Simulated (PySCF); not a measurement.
TPSS on Ru⁻ (ruthenium, charge -1), [Kr] 4d7 5s2, high-spin 4F determinant. All numbers are calculated (PySCF 2.14, a scalar-relativistic core potential, in def2-QZVPPD with the def2 core potential (28 electrons)).

```
cycle= 1 E= -94.8086737637898  delta_E= -0.0167  |g|= 0.0889  |ddm|= 1.02
cycle= 2 E= -94.8017107135527  delta_E= 0.00696  |g|= 0.154  |ddm|= 0.464
cycle= 3 E= -94.8116158967555  delta_E= -0.00991  |g|= 0.0086  |ddm|= 0.211
cycle= 4 E= -94.8116500634036  delta_E= -3.42e-05  |g|= 0.00094  |ddm|= 0.0385
cycle= 5 E= -94.8116506489887  delta_E= -5.86e-07  |g|= 0.000132  |ddm|= 0.00202
cycle= 6 E= -94.8116506623667  delta_E= -1.34e-08  |g|= 3.62e-06  |ddm|= 0.000762
cycle= 7 E= -94.8116506623813  delta_E= -1.46e-11  |g|= 2.81e-07  |ddm|= 3.04e-05
converged SCF energy = -94.8116506623813  <S^2> = 3.7687036  2S+1 = 4.0093409
```

Highest occupied orbital energy: 1.398 eV; ⟨L²⟩ = 12.04; populations by l: s 4.00, p 6.00, d 7.00, f 0.00.

**Question.** Can this result be used?

**Answer.** With care. The run converged. Energies and moments cover only the electrons outside the core potential. At TPSS the highest occupied level has a positive energy, so only the finite basis holds that electron; in a semilocal or global hybrid functional this comes from self-interaction and does not mean that the real anion is unbound.
